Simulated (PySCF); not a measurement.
This PySCF input asks for the NMR shieldings of `CC(C)C#CC(=O)O`, C$_{6}$H$_{8}$O$_{2}$; the geometry comes from GFN2-xTB.

```python
import basis_set_exchange as bse
import numpy as np
from pyscf import gto, dft
from pyscf.prop import nmr

atoms = """
C    -1.483078    1.410062   -0.050374
C    -1.094109   -0.014774   -0.457633
C    -1.826103   -1.057234    0.391519
C     0.338446   -0.183232   -0.333150
C     1.530707   -0.299605   -0.216752
C     2.945715   -0.487251   -0.075291
O     3.467990   -1.430021    0.460798
O     3.637600    0.526283   -0.621564
H    -0.958492    2.140333   -0.662185
H    -1.227532    1.586213    0.992200
H    -2.554174    1.551919   -0.175402
H    -1.351665   -0.166764   -1.513641
H    -1.531956   -2.063188    0.101230
H    -1.588499   -0.919086    1.443827
H    -2.901112   -0.955348    0.259472
H     4.588664    0.370635   -0.512970
"""
names = dict.fromkeys(["C", "O", "H"], "pcSseg-1")
basis = {el: gto.basis.parse(bse.get_basis(n, elements=[el], fmt="nwchem")) for el, n in names.items()}
mol = gto.M(atom=atoms, basis=basis, charge=0, verbose=0)
mf = dft.RKS(mol, xc="PBE0")
mf.grids.level = 2
mf.grids.alignment = dft.numint.BLKSIZE   # the property module wants whole blocks of grid points
mf.conv_tol = 1e-9
mf.kernel()

calc = nmr.RKS(mf)   # GIAO
C = mf.mo_coeff
Co = C[:, mf.mo_occ > 0]
resp = mf.gen_response(singlet=True, hermi=2)
def vind(x):   # induced exchange potential for any number of trial vectors
    d = np.einsum("pi,xij,qj->xpq", C, 2 * x.reshape(-1, C.shape[1], Co.shape[1]), Co, optimize=True)
    return np.einsum("xpq,pi,qj->xij", resp(d - d.transpose(0, 2, 1)), C, Co, optimize=True).ravel()
mo1, _ = nmr.rhf.solve_mo1(calc, with_cphf=vind)
sigma = calc.kernel(mo1)
for i, s in enumerate(sigma):   # ppm
    print("%2d %-2s %9.2f" % (i, mol.atom_pure_symbol(i), np.trace(s) / 3))
```

Question: What does it print?

Answer: 
```
 0 C     162.51
 1 C     163.63
 2 C     162.59
 3 C      83.42
 4 C     108.88
 5 C      28.58
 6 O    -116.74
 7 O     118.70
 8 H      30.14
 9 H      30.52
10 H      30.58
11 H      29.06
12 H      30.08
13 H      30.49
14 H      30.59
15 H      25.54
```

These numbers come from an equivalent density-fitted implementation of the same equations, which agrees with the script to about 0.01 ppm for H and up to a few tenths of a ppm for heavy atoms, so last digits may differ.

Question: Turn these shieldings into chemical shifts. Shifts are taken against calculated references (same method and geometry level): TMS for ¹³C (186.93 ppm), ¹H (31.72 ppm); H2O for ¹⁷O (336.08 ppm).

Answer: Averaging equivalent atoms: C 5: 158.3; C 3: 103.5; C 4: 78.0; C 0/2: 24.4; C 1: 23.3; O 6: 452.8; O 7: 217.4; H 15: 6.18; H 11: 2.66; H 8/9/10/12/13/14: 1.32 ppm. Unscaled 17O shifts of doubly bonded oxygen tend to come out too high, by tens of ppm or more. Experimental scales use liquid or dissolved standards, which lie at an offset from isolated H2O (liquid H2O: subtract about 36 ppm).

Size and cost of the density-fitted run: 176 basis functions, 45 s wall time on 1 thread of an Arm Neoverse N1, shared host; peak memory 0.78 GiB.
